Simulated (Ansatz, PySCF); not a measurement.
GaH2, SMILES [GaH2-] (connectivity only; charge and spin as stated), charge -1, multiplicity 1. Atoms are numbered in the order given.

```xyz
3

Ga    -0.0075     0.0254    -0.7904
H      1.2251     0.0236     0.3970
H     -1.2459    -0.0139     0.3902
```
Charge -1, spin multiplicity 1.

The structure is a stationary point at PBE0-D3(BJ)/def2-TZVPD.

Two levels are set side by side: PBE-D3(BJ)/def2-TZVPD (Ansatz, an electronic-structure program) and PBE0-D3(BJ)/def2-TZVPD (Ansatz). Each level has its own optimised geometry; the coordinates shown are those of the second. Frequencies come from the Hessian of PySCF at each geometry. Differences are taken from unrounded values.

```tsv
quantity	PBE0-D3(BJ)
mean bond length (Å)	1.711
bond Ga1–H2 (Å)	1.711
bond Ga1–H3 (Å)	1.711
highest harmonic wavenumber (cm⁻¹)	1406
mean harmonic wavenumber (cm⁻¹)	1197
zero-point energy (kcal/mol)	5.14
```

**Question.** What does PBE-D3(BJ) give, and how far is it from PBE0-D3(BJ)? (Estimate from the structure and the level; the computed values follow.)

**Answer.** 
```json
[
 {"quantity": "mean bond length (Å)", "PBE-D3(BJ)": "1.730", "PBE-D3(BJ) minus PBE0-D3(BJ)": "0.019"},
 {"quantity": "bond Ga1–H2 (Å)", "PBE-D3(BJ)": "1.730", "PBE-D3(BJ) minus PBE0-D3(BJ)": "0.019"},
 {"quantity": "bond Ga1–H3 (Å)", "PBE-D3(BJ)": "1.730", "PBE-D3(BJ) minus PBE0-D3(BJ)": "0.019"},
 {"quantity": "highest harmonic wavenumber (cm⁻¹)", "PBE-D3(BJ)": "1338", "PBE-D3(BJ) minus PBE0-D3(BJ)": "-68"},
 {"quantity": "mean harmonic wavenumber (cm⁻¹)", "PBE-D3(BJ)": "1138", "PBE-D3(BJ) minus PBE0-D3(BJ)": "-60"},
 {"quantity": "zero-point energy (kcal/mol)", "PBE-D3(BJ)": "4.88", "PBE-D3(BJ) minus PBE0-D3(BJ)": "-0.26"}
]
```

Exact exchange shortens and stiffens bonds; PBE has none. Differences between two approximate levels are no errors against the true value.
